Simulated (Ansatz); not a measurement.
Isolated molecules relaxed with PBE0-D4/def2-TZVP in Ansatz; ΔE leaves out vibrations. CCSD(T)/CBS is the MP2 limit (def2-TZVPP, def2-QZVPP) plus CCSD(T) − MP2 in def2-TZVPP, frozen cores. This one scheme is used for every species. DFT in def2-TZVPP. HSE06 is defined as in plane-wave codes. Triplets are unrestricted, without spin–orbit coupling. One conformer a species, not always the lowest.

Consider the formal loss of a carbene: `C[SiH](S)CF` → `[CH2]` (triplet) + `C[SiH](F)S`.

(1) Is it downhill or uphill in electronic energy at CCSD(T)/CBS, and by how much? (Estimate.)

(2) What do these levels give: BLYP-D4, r2SCAN-D4, HSE06-D4, PBE, revPBE, BLYP? (Estimate.)

Largest T1 diagnostic among the species: 0.011.

## Answers

(1) Ansatz gave: Uphill: ΔE = +52.7 kcal/mol.

(2) Ansatz gave: BLYP-D4 54.7, r2SCAN-D4 48.7, HSE06-D4 55.1, PBE 56.9, revPBE 51.5, BLYP 51.2 kcal/mol.

Leaving LDA and LC-ωPBE aside and taking each functional with its dispersion term where it has one, the values, not all of them listed here, spread over 11.8 kcal/mol, from r2SCAN0-D4 to PBE-D4. LDA lies +16.1 kcal/mol from PBE without D4. From PBE to PBE0 (25 % exact exchange), in def2-TZVPP and without D4, ΔE moves by −3.5 kcal/mol. In def2-TZVPP, CCSD(T) changes the Hartree–Fock value by +33.4 kcal/mol (the triples alone add +3.0 kcal/mol) and MP2 by +34.2 kcal/mol.
